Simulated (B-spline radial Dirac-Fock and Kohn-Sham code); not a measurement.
Zn: eigenvalues, ΔSCF and the reference

System: the free zinc atom, [Ar] 3d10 4s2.

The density-functional columns are spherical, spin-unpolarised Dirac-Kohn-Sham results without Breit or QED terms: −ε is minus the orbital energy of the initial state and ΔSCF the difference of two total energies, and "half-occupied" is minus the orbital energy with half an electron removed (Slater transition state). The reference in the last column comes from Dirac-Fock (average of configuration) total-energy differences with a finite nucleus, the Breit interaction including its frequency dependence, and self-energy and vacuum-polarisation corrections. All numbers are from a B-spline atomic structure program, in eV; a selection of levels is shown. The Kohn-Sham columns are given as differences from the reference. For the 1s level of heavy atoms much of the gap between ΔSCF and the reference is the Breit and QED part, -18.1 eV here; for other levels the error of the functional can be larger.

```csv
level,PBE ΔSCF − DF,PBE0 −ε − DF,LDA ΔSCF − DF,LDA half-occupied − DF,Dirac-Fock
K (1s),+36.7,-90.7,+17.6,+17.9,9666.6
L1 (2s),-23.0,-29.3,-25.0,-25.2,1206.3
L2 (2p1/2),-0.2,-16.6,-0.7,-0.9,1051.8
L3 (2p3/2),-1.5,-17.2,-1.9,-2.2,1028.5
M1 (3s),-11.8,-13.3,-12.4,-12.6,149.9
M2 (3p1/2),-5.9,-8.9,-6.0,-6.2,100.1
M3 (3p3/2),-6.0,-9.0,-6.1,-6.3,97.05
M4 (3d3/2),+3.2,-1.8,+3.5,+3.4,14.90
M5 (3d5/2),+3.2,-1.8,+3.5,+3.3,14.57
N1 (4s),+2.1,-1.1,+2.4,+2.4,7.79
```

For the outermost level NIST gives 9.394197 eV (measured); the differences from it are PBE ΔSCF +0.49, PBE0 −ε -2.69, LDA ΔSCF +0.79, LDA half-occupied +0.74, Dirac-Fock -1.61 eV.

Values without a named source are computed, but for edge energies of neutral atoms, which are taken from tables.
